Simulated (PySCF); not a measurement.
Relaxation of singlet [TiCl3]+

These are results of PBE/[Ti def2-SVP, Cl def2-SVP], no relativity, density fitting, PySCF, not measurements. A (50,194) grid was used.

A start displaced from a saddle point along its imaginary mode, of C3v symmetry, held to at least that symmetry:

Coordinates in bohr (charge 1 multiplicity 1):
```
Ti    0.0000    0.0000    0.4724
Cl    4.0196    0.0000   -0.2159
Cl   -2.0097    3.4811   -0.2159
Cl   -2.0098   -3.4810   -0.2159
```

Problem. What does it relax to?

Solution. It ends at C3v with Ti–Cl 2.119 Å (×3); Cl–Ti–Cl 109.3° (×3) (after a last refinement on a finer grid). A frequency run shows a minimum.

Problem. How much energy is released, and in how many steps?

Solution. 11.5 kJ/mol in 5 steps.

The relaxation took of the order of 60 core-seconds on a shared host.
